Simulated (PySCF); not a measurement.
## Dipole response of B²⁺ (boron, charge +2)

[He] 2s1, 2S determinant. All numbers are calculated (PySCF 2.14, scalar relativity by spin-free X2C-1e, in aug-cc-pCVQZ-DK). Coupled (time-dependent) response in atomic units; α is the mean over directions.

```tsv
method	mean α (bohr³)	C₆ (like pair)	S(−4)
LC-wPBE	7.257	9.800	129.7
```

S(−4) is the Cauchy moment in α(ω) = α(0) + S(−4) ω² + …

α(iu) at LC-wPBE:

```csv
u (hartree),α(iu) (bohr³)
0,7.257
0.0500,6.947
0.100,6.165
0.200,4.290
0.300,2.904
0.500,1.515
0.750,0.8488
1.00,0.5558
1.50,0.3027
2.00,0.1957
3.00,0.1062
5.00,0.05031
```

A single London oscillator, α(iu) = α/(1 + u²/ω²), gives C₆ = (3/4) ω α². Matching the computed C₆ needs ω = 4 × 9.800 / (3 × 7.257²) = 0.248 hartree.

For an ion, C₆ is the dispersion term alone; charge-induced terms of lower order in 1/R come first.
